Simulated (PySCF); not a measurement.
## Stationary points of IOF

Method: PBE0 in PySCF with I def2-TZVP with ECP28, O def2-TZVP, F def2-TZVP; scalar-relativistic core potentials, no spin–orbit coupling; density-fitted integrals.

Relaxations began from a few typed shapes. The search is not exhaustive: other isomers or separated fragments can lie lower, and high-lying points may rest on an excited occupation.

| spin | group | bonds | angles | imaginary modes (cm⁻¹) | ΔE (kJ/mol) | ΔE with ZPE (kJ/mol) |
| --- | --- | --- | --- | --- | --- | --- |
| singlet | Cs | I–F 1.917 Å, I–O 1.790 Å | F–I–O 104.1° | none | 0.0 | 0.0 |
| singlet | C∞v | I–F 2.026 Å, I–O 1.851 Å | F–I–O 180.0° | 258i | 150.4 | – |

The lowest minimum found is the singlet Cs: I–F 1.917 Å, I–O 1.790 Å; F–I–O 104.1°.

Counting electrons, iodine keeps 4 of its valence electrons outside its bonds, so the VSEPR class is AX2E2 and the expected shape is bent; with unlike ligands the computed point group is Cs.

The electron or spin density has lower symmetry than the nuclear frame for the singlet C∞v at 150.4 kJ/mol.
